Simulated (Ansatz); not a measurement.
Frontier orbitals of AlBFH$_{3}$Si, SMILES `F[B]1[AlH][SiH2]1`.

```xyz
7

F    -1.101    1.772   -1.591
B    -0.639    0.867   -0.750
Al    0.059    0.634    1.178
Si    0.462   -0.709   -0.802
H     0.281    0.586    2.748
H     0.824   -2.011   -1.448
H     0.115   -1.139    0.664
```

The species carries charge 0 and has multiplicity 1. The structure was optimised at the PBE0-D4/def2-TZVP level. Basis def2-TZVPP, Ansatz.

Orbital energies of one run (eV). Highest occupied ones, from the top: -6.21, -6.48, -9.72, -10.51, -11.67, -12.54, -12.65, -14.75, -16.08, -33.07, -73.25, -73.42, -73.45, -98.89. Empty: -1.73, -1.18, -0.85, -0.53, 0.38, 1.09.

**Question.** Which functional gave them?
A. LC-ωPBE
B. B3LYP
C. ωB97X-V
D. LDA (SPW92)

**Answer.** B. HOMO energies: B3LYP -6.21, ωB97X-V -8.41, LDA (SPW92) -5.69, LC-ωPBE -8.68 eV.

B3LYP here is the variant with VWN-RPA as its local correlation; programs differ in this. LC-ωPBE has ω = 0.4 bohr⁻¹.
